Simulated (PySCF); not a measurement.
Si(H)(Me)3 (C₃H₁₀Si), SMILES C[SiH](C)C. Coordinates come from a PBE0-D3(BJ)/def2-SVP optimisation. The isomer is the one that the SMILES or the coordinates give; other isomers of the formula were not compared.

Computed equilibrium geometry at PBE0-D3(BJ)/def2-SVP (PySCF confirms it by a frequency run) as a Z-matrix, and its point group:
point group C3v.
```
Si
H 1 1.5012
C 1 1.8824 2 108.72
H 3 1.1013 1 111.19 2 60.07
H 3 1.1013 4 107.81 1 122.13
H 3 1.1020 4 107.85 5 116.22
C 1 1.8824 2 108.72 3 -120.00
H 7 1.1013 1 111.19 2 60.07
H 7 1.1013 8 107.81 1 122.13
H 7 1.1020 8 107.85 9 116.22
C 1 1.8824 2 108.72 7 -120.00
H 11 1.1013 1 111.19 2 -60.07
H 11 1.1013 12 107.81 1 -122.13
H 11 1.1020 12 107.85 13 -116.22
```
